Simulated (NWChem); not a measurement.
System: tin monoxide (SnO, singlet); SMILES [O]=[Sn]

Input file for NWChem:

```
start job
memory heap 200 mb stack 900 mb global 1100 mb
geometry units angstroms noautosym nocenter noautoz
  Sn     0.000000     0.000000     0.255810
  O      0.000000     0.000000    -1.561946
end
basis spherical
  * library def2-tzvpp
end
ecp
  Sn library def2-ecp
end
dft
  xc xpbe96 cpbe96
  iterations 150
  vectors input atomic output neutral.movecs
end
task dft energy
charge 1
dft
  odft
  mult 2
  vectors input atomic output cation.movecs
end
task dft energy
```

Low-valent species are run as closed-shell singlets; no triplet was tried in these runs. The geometry was optimised at PBE0-D3(BJ)/def2-TZVP. def2 effective core potentials on Sn; no spin-orbit coupling.

Ions are spin-unrestricted doublets at the neutral geometry; other ion states weren't tried.

**Question.** What results follow from this input? (PBE/def2-TZVPP with def2 effective core potentials on Sn, vertical spin-unrestricted ions.) Quantities: basis functions; vertical ionisation energy, ΔSCF (eV); −ε(HOMO) (eV).

**Answer.** 
- number of basis functions: 81
- vertical ionisation energy, ΔSCF (eV): 9.92
- −ε(HOMO) (eV): 6.40
